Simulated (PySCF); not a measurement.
Two-component Hartree-Fock for Ta⁴⁷⁺ (tantalum, charge +47)

Start: [Ar] 3d8; 3d3/2 filled at m_j = -3/2, -1/2, +1/2, +3/2; 3d5/2 filled at m_j = -1/2, +1/2, +3/2, +5/2. Calculated with PySCF 2.14 in an uncontracted even-tempered set (15 s from 12 bohr⁻², ratio 2.8; 13 p from 15 bohr⁻², ratio 2.8; 8 d from 15 bohr⁻², ratio 2.8; 3 f from 55 bohr⁻², ratio 3): generalised Hartree-Fock with the X2C-1e Hamiltonian and a Gaussian nucleus; one run each with spin-orbit coupling (SO) switched off, then screened by Boettger's factors.

| spinor shell | electrons | ε, spin-free (eV) | ε, screened SO (eV) | weight of nominal j (screened SO) | rms radius, screened SO (bohr) |
| --- | --- | --- | --- | --- | --- |
| 1s1/2 | 2 | -70376.2 | -70355.4 | 1.000 | 0.0211 |
| 2s1/2 | 2 | -14319.2 | -14312.0 | 1.000 | 0.0851 |
| 2p1/2 | 2 | -12873.5 | -13789.0 | 1.000 | 0.0723 |
| 2p3/2 | 4 | -12873.5 | -12497.8 | 1.000 | 0.0795 |
| 3s1/2 | 2 | -5096.9 | -5094.8 | 1.000 | 0.213 |
| 3p1/2 | 2 | -4654.7 | -4874.8 | 1.000 | 0.203 |
| 3p3/2 | 4 | -4654.7 | -4562.7 | 1.000 | 0.217 |
| 3d3/2 | 4 | -4182.2 | -4220.0 | 0.994 | 0.189 |
| 3d5/2 | 4 | -4182.2 | -4154.0 | 0.996 | 0.192 |

```csv
quantity,spin-free,screened SO
E (hartree),-13902.82709,-13921.39544
M_J,4,4
⟨J²⟩,20.000,20.000
⟨L²⟩,12.000,13.090
⟨S²⟩,2.000,1.798
```

Each row is a mean over spinors that exchange with the open shell spreads, by up to 38.324 eV (3p3/2).

Breit and QED terms are absent; they matter most for the inner s and p1/2 levels.

Densities and radii are taken from the X2C orbitals without a picture-change correction, which distorts them close to the nucleus.

Without spin-orbit coupling the j labels of p, d and f shells carry no meaning; the spin-free column gives the mean over the occupied spinors of each nl shell.
